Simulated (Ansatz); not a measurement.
Stepwise reaction of `C=CBC=C` with hydrogen, as a gas-phase model of exchange steps in deposition or etching. ΔE in kJ/mol.

Program: Ansatz. Geometries: PBE0-D4/def2-TZVP. ΔE: electronic, gas phase. CBS: MP2 limit from def2 TZ/QZ plus the TZ coupled-cluster correction, frozen cores. This one scheme is used for every species. DFT in def2-TZVPP. B3LYP here is the variant with VWN-RPA as its local correlation; programs differ in this. One conformer a species, not always the lowest.

| step | reaction | PBE-D4 | B3LYP-D4 | ωB97M-V | CCSD(T)/CBS |
| --- | --- | --- | --- | --- | --- |
| 2 | `BC=C` + H₂ → BH₃ + `C=C` | 21.9 | 13.4 | 11.6 | 11.2 |

Problem. Give the row of step 1, `C=CBC=C` + H₂ → `BC=C` + `C=C`. (Best estimate.)

Solution. Ansatz gave: 
```json
{"step": "1", "reaction": "`C=CBC=C` + H₂ → `BC=C` + `C=C`", "PBE-D4": "18.1", "B3LYP-D4": "10.8", "ωB97M-V": "8.3", "CCSD(T)/CBS": "9.2"}
```

Problem. By hand: ΔE of the 2 steps together at CCSD(T)/CBS.

Solution. (9.2) + (11.2) = 20.4 kJ/mol, or 10.2 kJ/mol a step.

In ΔE the steps differ by no more than 2.0 kJ/mol. All are uphill at CCSD(T)/CBS. PBE-D4 differs from CCSD(T)/CBS by 8.9 to 10.7 kJ/mol a step. Isolated molecules leave out the surface, adducts and barriers. Largest T1 diagnostic: 0.011.
